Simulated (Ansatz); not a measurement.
ClH8NSi3 can be A, `[SiH3]N([SiH3])[SiH2]Cl`, or B, `[SiH3][SiH2]N[SiH2]Cl`.

Program: Ansatz. Geometries: PBE0-D4/def2-TZVP. ΔE: electronic, gas phase. CCSD(T)/CBS adds triple-zeta CCSD(T) − MP2 to the extrapolated MP2 energy (def2 sets, frozen cores). Functionals use def2-TZVPP. B3LYP here is the variant with VWN-RPA as its local correlation; programs differ in this. Each species was taken in one conformer, which may not be the lowest.

A:

```xyz
13

Si    0.780    0.682    1.396
N    -0.013    0.088   -0.038
Si   -1.748   -0.077   -0.047
Si    0.902   -0.459   -1.382
Cl    1.811   -2.265   -0.998
H     2.228    0.799    1.089
H     0.587   -0.244    2.542
H     0.233    2.012    1.770
H    -2.378    0.892   -0.981
H    -2.142   -1.451   -0.451
H    -2.223    0.198    1.335
H    -0.025   -0.665   -2.519
H     1.988    0.488   -1.714
```

B:

```xyz
13

Si   -1.1082    0.6379   -1.5545
Si    0.8771    1.0280   -0.3733
N     0.9373    0.0636    1.0741
Si   -0.0434   -1.2732    1.4771
Cl    0.5700   -3.0374    0.5986
H    -2.3019    1.0574   -0.7737
H    -1.0410    1.4514   -2.7993
H    -1.2466   -0.7953   -1.9248
H     0.9713    2.4709   -0.0143
H     2.0326    0.7336   -1.2683
H     1.7644    0.1844    1.6442
H    -1.4119   -1.0209    0.9761
H     0.0002   -1.5003    2.9380
```

**Question.** Which isomer does CCSD(T)/CBS put lower? Give the gap. (Estimate.)

**Answer.** The calculation gave: A, by 13.8 kcal/mol.

**Question.** Give E(B) − E(A) in kcal/mol with r2SCAN-D4, B2PLYP, B3LYP-D4, HF/def2-TZVPP, LDA (SPW92), B3LYP, ωB97M-V. (Best estimate.)

**Answer.** The calculation gave: r2SCAN-D4 11.8, B2PLYP 13.7, B3LYP-D4 12.9, HF/def2-TZVPP 16.5, LDA (SPW92) 8.6, B3LYP 11.9, ωB97M-V 14.0. None reverses the order clearly.

**Question.** Does the order hold for the free energy at 298.15 K (harmonic terms from PBE0-D4)? (An estimate is asked.)

**Answer.** The calculation gave: Yes: G(B) − G(A) = +14.9 kcal/mol, for one conformer each. Modes under 60 cm⁻¹, often nearly free rotors, make the harmonic entropy too high.

Largest T1 diagnostic: 0.011.

From BLYP to BHLYP (50 % exact exchange), in def2-TZVPP and without D4, E(B) − E(A) moves by +3.4 kcal/mol. The D4 term adds +1.0 kcal/mol with B3LYP and +0.5 kcal/mol with PBE0; it sums over pairs of atoms, weighted by their polarisabilities, and B3LYP, whose exchange is more repulsive, gets the larger term.
